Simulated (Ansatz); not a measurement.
A nudged elastic band was laid between two geometries of AlClH5NO (9 atoms, charge 0, multiplicity 1).

Method: RKS PBE/6-31G* (Ansatz).

```json
{
  "movable images": "9",
  "climbing image": "yes",
  "spring": "5.0 eV/Å²",
  "optimiser": "quadratic models (default)",
  "start path": "through a guess of the saddle point",
  "force threshold": "0.05 eV/Å",
  "iteration limit": "60",
  "end points": "relaxed"
}
```

First end point:

```xyz
9
Properties=species:S:1:pos:R:3
Al -0.180 0.005 0.190
H -0.223 -0.887 1.521
Cl 1.750 0.355 -0.771
N -1.568 0.002 -0.943
H -2.474 -0.409 -0.722
H -1.527 0.276 -1.923
O -0.048 1.803 1.173
H 0.764 2.219 0.796
H 0.163 1.604 2.112
```

Last end point:

```xyz
9
Properties=species:S:1:pos:R:3
Al -0.104 0.659 -0.552
H 0.248 0.001 3.200
Cl 1.724 -0.276 -1.087
N -1.617 0.105 -1.291
H -1.685 -0.662 -1.958
H -2.531 0.510 -1.096
O -0.149 1.949 0.591
H 0.691 2.225 0.999
H 0.081 0.458 2.625
```

(1) Which bonds break or form, and what moves?

(2) What energy profile does the band end with?

(3) What is the geometry of the highest image?

## Answers

(1) Bonds broken: Al1–H2, O7–H9. Bonds formed: H2–H9. AlClH5NO becomes AlClH3NO + H2.

(2) The run converged. The highest image is number 4 of 0 to 10, 63.4 kJ/mol above the first end and 88.7 kJ/mol above the last; the last end lies 25.3 kJ/mol below the first. The profile has 2 maxima (images 2, 4) with wells between them (image 3): this band takes more than one step, which may be the mechanism or a detour left from its start path. A vibrational analysis at the climbing image gives one clearly imaginary mode, 1112i cm⁻¹: a first-order saddle point. The orbitals stay closed-shell, which can raise the energy where a bond breaks towards radicals; this wasn't checked here.

```tsv
image	path coordinate (Å)	energy (kJ/mol)	Al1–H2 (Å)	O7–H9 (Å)	H2–H9 (Å)
0	0.00	0.0	1.60	0.98	2.59
1	1.14	6.2	1.60	0.98	2.79
2	2.28	13.0	1.60	0.98	2.65
3	3.42	3.9	1.61	0.98	2.25
4	4.56	63.4	1.78	1.25	1.09
5	5.04	13.0	2.07	1.75	0.80
6	5.52	-16.2	2.48	2.20	0.76
7	6.00	-22.8	2.90	2.52	0.76
8	6.48	-24.3	3.28	2.58	0.75
9	6.96	-25.0	3.57	2.55	0.75
10	7.44	-25.3	3.83	2.53	0.75
```

(3) 
```xyz
9
Properties=species:S:1:pos:R:3
Al -0.130 0.286 0.076
H -0.306 -0.033 1.821
Cl 1.763 -0.463 -0.558
N -1.543 0.064 -0.985
H -1.564 -0.609 -1.749
H -2.482 0.402 -0.777
O 0.042 1.957 0.924
H 0.948 2.336 0.929
H -0.072 1.027 1.752
```

Run time: 9.9 min on 1 thread of Arm Neoverse V1 (shared host), peak memory 0.12 GiB.
